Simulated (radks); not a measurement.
Species: Mo IV. Configuration: [Ar] 3d10 4s2 4p5 4d3 4f1 (not the ground configuration).

Calculated with a radial shooting solver on a logarithmic mesh with Libxc functionals: scalar-relativistic Kohn-Sham, LDA (Slater exchange, Perdew-Wang correlation), spin-unpolarised, spherical densities, finite nucleus; Fermi nuclear charge, rms radius 4.4091 fm.

Energy parts (eV):
part                       energy
total                 -109940.280
kinetic                113325.966
electron-nucleus      -263468.902
Hartree                 43406.534
exchange-correlation    -3203.878

Orbitals (lengths in bohr, moments of r in powers of bohr; <r^-3> diverges for s and p1/2):
orbital  occ.  eigenvalue (eV)      <r>  <r^-3>   <1/r>     <r^2>
1s          2        -19839.01  0.03520       -   43.50  0.001672
2s          2        -2840.302   0.1539       -   9.793   0.02791
2p          6        -2545.873   0.1340    2549   9.529   0.02195
3s          2        -518.6035   0.4295       -   3.362    0.2113
3p          6        -422.0837   0.4309   425.0   3.201    0.2161
3d         10        -264.5178   0.4149   56.53   2.971    0.2070
4s          2        -104.5193    1.083       -   1.263     1.325
4p          5         -77.7976    1.188   66.70   1.134     1.609
4d          3         -39.3422    1.522   5.718  0.8645     2.705
5s          0         -30.3457    2.582       -  0.5083     7.460
5p          0         -23.7565    2.973   11.43  0.4394     9.909
4f          1         -12.6095    3.487  0.1029  0.3500     14.23

The highest occupied level is 4f at -12.610 eV. The configuration is held as typed, so some empty levels lie below it. Summed over all electrons, <r^2> = 37.02 bohr^2, which gives a Langevin (diamagnetic) susceptibility term of -29.3 x 10^-6 cm^3/mol. The electron density at the nucleus is 9.228e+04 e/bohr^3 (large components only). The density falls to 0.001 e/bohr^3 at r = 4.19 bohr.
